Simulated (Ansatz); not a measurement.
Start from `O[B-]1(O)OC=CC=[O+]1` and change one atom or group to get `[CH3][Al-]1([Cl])[O]C=CC=[O+]1`.

Ansatz, PBE0-D4/def2-TZVP geometries, multiplicity 1. Each molecule was computed in one conformer, which needn't be the lowest.

```csv
property,`O[B-]1(O)OC=CC=[O+]1`
LUMO energy (PBE0/def2-TZVPP) / eV,-2.25
size of the dipole moment (B3LYP/def2-TZVPP) / D,2.87
LUMO energy (ωB97M-V/def2-TZVPP) / eV,-0.10
HOMO–LUMO gap (PBE/def2-TZVPP) / eV,3.17
HOMO energy (PBE0/def2-TZVPP) / eV,-7.66
HOMO–LUMO gap (B3LYP/def2-TZVPP) / eV,4.98
```

Give the same properties after the change, and the shifts. (An estimate is asked.)

Ansatz gave: 
```
                                        property  `[CH3][Al-]1([Cl])[O]C=CC=[O+]1`  shift
              LUMO energy (PBE0/def2-TZVPP) / eV                             -2.63  -0.38
size of the dipole moment (B3LYP/def2-TZVPP) / D                              5.10   2.23
           LUMO energy (ωB97M-V/def2-TZVPP) / eV                             -0.50  -0.40
             HOMO–LUMO gap (PBE/def2-TZVPP) / eV                              3.11  -0.06
              HOMO energy (PBE0/def2-TZVPP) / eV                             -7.83  -0.17
           HOMO–LUMO gap (B3LYP/def2-TZVPP) / eV                              4.76  -0.22
```

With PBE0 the HOMO falls by 0.17 eV and the LUMO falls by 0.38 eV, so the gap narrows by about 0.21 eV. PBE moves the HOMO by -0.31 eV and ωB97M-V by -0.13 eV. Dipoles are sizes alone; their direction can turn.

B3LYP here is the variant with VWN-RPA as its local correlation; programs differ in this.
